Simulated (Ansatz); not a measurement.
Species: sum formula SiHF$_{2}$, net charge 0, doublet state. It need not be the lowest isomer of its formula. 
Structure (B3LYP-D3(BJ)/def2-TZVP (Ansatz, a program for electronic structure) minimum search):
```
Si
F 1 1.5990
F 1 1.5990 2 107.23
H 1 1.4916 2 107.47 3 115.28
```
Charge 0, spin multiplicity 2.

Wanted: atomisation energy (electronic, to ground-state atoms), in kcal/mol. Correlated levels leave the core frozen unless marked. Open shells are spin-unrestricted. Spin-orbit coupling is left out. Non-relativistic unless marked X2C. The coupled-cluster limit lacks core correlation, which all-electron functionals hold. CBS(X,Y): correlation extrapolated as X^-3; Hartree-Fock from the larger set (for Q and 5 zeta extrapolated as (X+1)exp(-9√X)).

```tsv
level	program	atomisation energy (kcal/mol)
HF/aug-cc-pV(Q+d)Z	Ansatz	259.6
PBE/def2-TZVPD	Ansatz	345.4
PBE-D4/def2-TZVPD	Ansatz + dftd4	346.5
r2SCAN/def2-TZVPD	Ansatz	345.1
PBE0/def2-SVP	Ansatz	325.4
PBE0-D3(BJ)/def2-TZVPD	Ansatz + dftd3	336.4
CAM-B3LYP-D3(BJ)/def2-TZVPD	Ansatz + dftd3	344.8
B2GP-PLYP-D3(BJ)/def2-TZVPD	Ansatz + dftd3	340.2
RPA@PBE/cc-pV(T+d)Z	Ansatz	307.8
MP2/aug-cc-pV(D+d)Z	Ansatz	331.8
SCS-MP2/cc-pV(T+d)Z	Ansatz	339.8
CCSD(T)/STO-3G	Ansatz	250.3
CCSD(T)/cc-pwCVTZ	Ansatz	333.6
X2C-CCSD(T)/cc-pVTZ-DK	Ansatz	327.1
CCSD(T)/CBS(cc-pV(Q+d)Z,cc-pV(5+d)Z)	Ansatz	346.0
```
